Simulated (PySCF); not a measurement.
**Computed vibrations of [Sm(H2O)2]3+**

[Sm(H2O)2]3+ (singlet in the valence; each metal's 4f electrons, 5 of them, lie in its core potential, out of spins and levels). PySCF 2.14.0, RKS PBE0, Sm lcecp-1-SVP with ECP51, O def2-SVP, H def2-SVP; non-relativistic Hamiltonian with scalar-relativistic core potentials where named; density fitting; no spin-orbit coupling. Central differences of gradients.

```xyz
7

Sm   -0.1602    0.2097    0.0050
O     0.6863   -0.8743    1.8121
H     1.4193   -0.5859    2.4174
H     0.3904   -1.7290    2.2214
O     0.6167   -0.8312   -1.8536
H     1.2345   -1.6046   -1.9233
H     0.4256   -0.6193   -2.8052
```

Run from Python with OMP_NUM_THREADS=2. Where DIIS fails, smearing, a level shift and second-order steps follow.
It took 110 s on 2 threads of Intel(R) Xeon(R) Platinum 8488C (Sapphire Rapids), on a shared host.

(1) What are the harmonic wavenumbers and infrared intensities?

(2) Is this a minimum?

An lcecp potential fixes the number of 4f electrons, so in runs with it no electron can move into or out of that shell.

Results:

(1) Negative numbers are unstable modes, those under 60 cm⁻¹ near the noise; a finer grid moves soft modes by up to 10 cm⁻¹.
```json
{"cm⁻¹": "-41", "km/mol": "–", "symmetry": ""}
{"cm⁻¹": "69", "km/mol": "4.6", "symmetry": ""}
{"cm⁻¹": "154", "km/mol": "0.3", "symmetry": ""}
{"cm⁻¹": "426", "km/mol": "23.1", "symmetry": ""}
{"cm⁻¹": "429", "km/mol": "14.4", "symmetry": ""}
{"cm⁻¹": "647", "km/mol": "62.6", "symmetry": ""}
{"cm⁻¹": "653", "km/mol": "67.2", "symmetry": ""}
{"cm⁻¹": "705", "km/mol": "383.0", "symmetry": ""}
{"cm⁻¹": "714", "km/mol": "468.9", "symmetry": ""}
{"cm⁻¹": "1665", "km/mol": "190.0", "symmetry": ""}
{"cm⁻¹": "1667", "km/mol": "104.3", "symmetry": ""}
{"cm⁻¹": "3502", "km/mol": "1088.5", "symmetry": ""}
{"cm⁻¹": "3518", "km/mol": "192.7", "symmetry": ""}
{"cm⁻¹": "3534", "km/mol": "463.2", "symmetry": ""}
{"cm⁻¹": "3540", "km/mol": "580.1", "symmetry": ""}
```

(2) Probably not: 1 unstable, though so soft as to be near the noise; the lowest moves the atoms so:
```
Sm  -0.01  0.00  0.00
O    0.02 -0.01 -0.02
H    0.48 -0.33 -0.43
H   -0.40  0.33  0.38
O    0.04  0.00  0.02
H   -0.09 -0.10  0.05
H    0.18  0.09  0.01
```
